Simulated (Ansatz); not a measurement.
Z-matrix (Å, degrees):
```
B
B 1 1.692
H 1 1.198 2 123.2
H 1 1.201 2 120.6 3 -178.3
O 2 1.375 1 126.2 3 -104.4
N 2 1.404 1 116.2 3 73.5
H 5 0.958 2 113.3 1 1.9
C 6 1.247 2 146.2 1 83.0
H 8 1.098 6 123.2 2 4.9
H 8 1.095 6 120.8 2 -175.6
```

The species carries charge 0 and has multiplicity 1.

(1) List the CAM-B3LYP/def2-TZVPP orbital energies in eV (Ansatz). (Estimate.)

## Answers

(1) The calculation gave: Occupied: -522.69, -391.42, -280.48, -185.83, -185.59, -29.98, -27.00, -19.82, -17.00, -16.19, -15.18, -14.63, -13.04, -11.96, -11.57, -11.00, -9.54, -8.54. Lowest empty: -0.97, 0.58, 1.78, 2.24, 2.89, 3.19, 3.79, 3.98.
